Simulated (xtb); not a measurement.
xtb input (GFN1-xTB):

```bash
xtb mol.xyz --gfn 1 --sp --chrg 0 --uhf 0
```
mol.xyz:
```
3

Hf     0.00000000     0.00000000     0.00000000
I      0.00000000     0.00000000     2.69674236
I     -0.00000000    -0.00000000    -2.69674236
```

End of the output:

```
         :::::::::::::::::::::::::::::::::::::::::::::::::::::
         ::                     SUMMARY                     ::
         :::::::::::::::::::::::::::::::::::::::::::::::::::::
         :: total energy              -9.005844708546 Eh    ::
         :: gradient norm              0.018474889703 Eh/a0 ::
         :: HOMO-LUMO gap              0.310083038128 eV    ::
         ::.................................................::
         :: SCC energy                -9.041120001137 Eh    ::
         :: -> electrostatic           0.028346026878 Eh    ::
         :: repulsion energy           0.036525298543 Eh    ::
         :: dispersion energy         -0.001250005952 Eh    ::
         :: halogen bond corr.         0.000000000000 Eh    ::
         :: add. restraining           0.000000000000 Eh    ::
         :: total charge               0.000000000000 e     ::
         :::::::::::::::::::::::::::::::::::::::::::::::::::::

           -------------------------------------------------
          |                Property Printout                |
           -------------------------------------------------
Note: The following floating-point exceptions are signalling: IEEE_UNDERFLOW_FLAG IEEE_DENORMAL
normal termination of xtb

    * Orbital Energies and Occupations

         #    Occupation            Energy/Eh            Energy/eV
      -------------------------------------------------------------
         1        2.0000           -0.8360282             -22.7495
         2        2.0000           -0.8284044             -22.5420
         3        2.0000           -0.4332827             -11.7902
         4        2.0000           -0.3964390             -10.7877
         5        2.0000           -0.3964390             -10.7877
         6        2.0000           -0.3919243             -10.6648
         7        2.0000           -0.3725211             -10.1368
         8        2.0000           -0.3725211             -10.1368
         9        1.9930           -0.2339148              -6.3651 (HOMO)
        10        0.0035           -0.2225195              -6.0551 (LUMO)
        11        0.0035           -0.2225195              -6.0551
        12        0.0000           -0.2155393              -5.8651
        13        0.0000           -0.2155393              -5.8651
        14                         -0.1078185              -2.9339
        15                         -0.1078185              -2.9339
        16                         -0.0895561              -2.4369
        17                         -0.0263897              -0.7181
        18                         -0.0263897              -0.7181
        19                         -0.0254608              -0.6928
        20                         -0.0254608              -0.6928
       ...                                ...                  ...
        27                          0.7423915              20.2015
      -------------------------------------------------------------
                  HL-Gap            0.0113953 Eh            0.3101 eV
             Fermi-level           -0.2285476 Eh           -6.2191 eV

  Mulliken/CM5 charges         n(s)   n(p)   n(d)
     1Hf    0.42889  0.52207   0.954  0.951  1.667
     2I    -0.21445 -0.26103   1.931  5.291 -0.008
     3I    -0.21445 -0.26103   1.931  5.291 -0.008

Wiberg/Mayer (AO) data.
largest (>0.10) Wiberg bond orders for each atom

 ---------------------------------------------------------------------------
     #   Z sym  total        # sym  WBO       # sym  WBO       # sym  WBO
 ---------------------------------------------------------------------------
     1  72 Hf   2.550 --     3 I    1.275     2 I    1.275
     2  53 I    1.275 --     1 Hf   1.275
     3  53 I    1.275 --     1 Hf   1.275
 ---------------------------------------------------------------------------

Topologies differ in total number of bonds
Writing topology from bond orders to xtbtopo.mol

 dipole moment from electron density (au)
     X       Y       Z
  -0.0000  -0.0000   0.0000  total (Debye):    0.000

           -------------------------------------------------
          | TOTAL ENERGY               -9.005844708546 Eh   |
          | GRADIENT NORM               0.018474889703 Eh/α |
          | HOMO-LUMO GAP               0.310083038128 eV   |
           -------------------------------------------------

------------------------------------------------------------------------
------------------------------------------------------------------------
 total:
 SCF:
```
